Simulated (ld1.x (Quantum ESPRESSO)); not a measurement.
## Varying the TM potential for Si

Base potential:

silicon (Si), norm-conserving Troullier–Martins (Kleinman–Bylander form), made with ld1.x (Quantum ESPRESSO) 7.5 (LDA (PZ), scalar-relativistic). Core [Ne], reference 3s2 3p2. Waves: 3s (bound): rc 1.70 bohr; 3p (bound): rc 2.35 bohr. Local part: the p channel. Core correction: none.

Cutoffs, loose and tight: the cutoffs (Ry, on a coarse ladder) from which the occupation-weighted sum of valence levels, in a spherical-Bessel basis at the reference potential, stays within 10 and 1 mRy of its value at 400 Ry. They do not see the model core or the augmentation charge, which bear on the density cutoff. Test errors are all-electron minus pseudo excitation energies from the reference, over the configurations 3s2 3p1; 3s2 3p0; 3s1 3p0; 3s0 3p4; 3s1 3p3; 3s2 3p1.5; 3s2 3p2.3 (two spin-polarised tests are not counted in the largest error). A dash means not determined; rows that change the core or the reference have their own tests.

```tsv
change	outcome	cutoff, loose	cutoff, tight	bound ghosts	largest test error (meV)
base	generated	15 Ry	40 Ry	none	+222
core correction a·sin(br)/r model core inside 0.76 bohr	generated	15 Ry	40 Ry	none	+42
core correction a·sin(br)/r model core inside 0.86 bohr	generated	15 Ry	40 Ry	none	+42
core correction a·sin(br)/r model core inside 1.04 bohr	generated	15 Ry	40 Ry	none	+44
core correction a·sin(br)/r model core inside 1.42 bohr	generated	15 Ry	40 Ry	none	+80
core correction a·sin(br)/r model core inside 2.04 bohr	generated	15 Ry	40 Ry	none	+197
```

Q: What comes out with this change to the base: core correction a·sin(br)/r model core inside 1.86 bohr?

A: outcome: generated; cutoff, loose: 15 Ry; cutoff, tight: 40 Ry; bound ghosts: none; largest test error (meV): +172.

Q: What comes out with this change to the base: core correction a·sin(br)/r model core inside 1.32 bohr?

A: outcome: generated; cutoff, loose: 15 Ry; cutoff, tight: 40 Ry; bound ghosts: none; largest test error (meV): +63.

Q: What comes out with this change to the base: core correction a·sin(br)/r model core inside 1.68 bohr?

A: outcome: generated; cutoff, loose: 15 Ry; cutoff, tight: 40 Ry; bound ghosts: none; largest test error (meV): +137.
